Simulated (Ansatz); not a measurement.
A structure relaxed at PBE-D4/def2-SVP in Ansatz, charge 0, singlet:

```xyz
72

C    -6.166   -4.495  -10.357
Si   -6.031   -6.218   -9.592
C    -5.182   -7.416  -10.783
C    -7.742   -6.870   -9.117
C    -4.998   -6.091   -8.064
C    -4.302   -6.033   -7.041
C    -3.509   -6.010   -5.881
C    -2.912   -7.024   -5.136
C    -2.228   -6.401   -4.061
C    -2.446   -5.034   -4.205
C    -2.017   -3.904   -3.437
C    -2.222   -2.535   -3.563
C    -1.532   -1.924   -2.481
C    -0.948   -2.957   -1.755
C    -0.139   -2.985   -0.576
C     0.443   -4.021    0.148
C     1.133   -3.413    1.230
C     0.932   -2.041    1.108
C     1.375   -0.929    1.895
C     2.155   -0.848    3.046
C     2.258    0.531    3.369
C     1.536    1.214    2.397
C     1.271    2.603    2.180
C     0.550    3.290    1.208
C     0.655    4.667    1.534
C     1.435    4.744    2.685
C     1.881    5.854    3.477
C     1.679    7.227    3.349
C     2.366    7.832    4.432
C     2.953    6.802    5.164
C     3.746    6.797    6.325
C     4.443    6.809    7.348
Si    5.483    6.842    8.877
C     4.546    5.969   10.269
C     5.802    8.652    9.323
C     7.110    5.947    8.518
O     2.649    5.593    4.571
O     1.808    3.486    3.076
O     1.000    0.328    1.501
O     0.157   -1.782    0.008
O    -1.242   -4.162   -2.336
O    -3.218   -4.789   -5.302
H    -6.642   -3.782   -9.654
H    -5.166   -4.098  -10.624
H    -6.781   -4.532  -11.280
H    -5.776   -7.527  -11.715
H    -4.172   -7.052  -11.058
H    -5.072   -8.420  -10.325
H    -8.243   -6.186   -8.402
H    -8.387   -6.964  -10.015
H    -7.668   -7.868   -8.640
H    -2.975   -8.094   -5.363
H    -1.643   -6.876   -3.267
H    -2.804   -2.048   -4.352
H    -1.460   -0.858   -2.243
H     0.371   -5.086   -0.090
H     1.713   -3.913    2.013
H     2.596   -1.692    3.586
H     2.792    0.989    4.208
H     0.015    2.835    0.368
H     0.216    5.514    0.996
H     1.101    7.726    2.564
H     2.437    8.898    4.669
H     5.145    5.973   11.204
H     3.581    6.474   10.475
H     4.331    4.915   10.002
H     6.425    8.721   10.239
H     6.334    9.176    8.504
H     4.850    9.189    9.513
H     7.661    6.439    7.691
H     7.761    5.949    9.417
H     6.927    4.892    8.227
```

Problem. Give its formula, name or SMILES.

Solution. `C[Si](C)(C)C#Cc1ccc(-c2ccc(-c3ccc(-c4ccc(-c5ccc(-c6ccc(C#C[Si](C)(C)C)o6)o5)o4)o3)o2)o1`.

Problem. Summarise the bond lengths by kind (pairs closer than 1.2 times the sum of covalent radii, bridged metal pairs left out).

Solution. 27 × C–C 1.24 to 1.44 Å; 12 × C–O 1.36 to 1.38 Å; 8 × C–Si 1.85 to 1.89 Å; 30 × C–H 1.09 to 1.11 Å.

Single mean-field runs in def2-SVP are fitted with def2-universal-jkfit.
